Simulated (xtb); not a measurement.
C3H9FOSi, SMILES COC[Si@H](C)F. All values are semi-empirical tight-binding results from xtb (GFN2-xTB unless named), good for trends rather than for accurate numbers. Coordinates come from a GFN2-xTB optimisation. The structure was generated by enumeration; whether it is a known compound was not checked. Other conformers were not sampled.

```json
{
 "orbital_gap": "6.17 eV",
 "dipole_moment": "2.36 D",
 "zero_point_energy": "72.5 kcal/mol",
 "G − E(el) at 298.15 K (modified RRHO)": "50.9 kcal/mol",
 "static polarisability (D4 model)": "74.0 bohr³",
 "solvation energy, GFN2-xTB/ALPB(water)": "-1.9 kcal/mol",
 "solvation energy, GFN2-xTB/ALPB(acetonitrile)": "-4.3 kcal/mol"
}
```
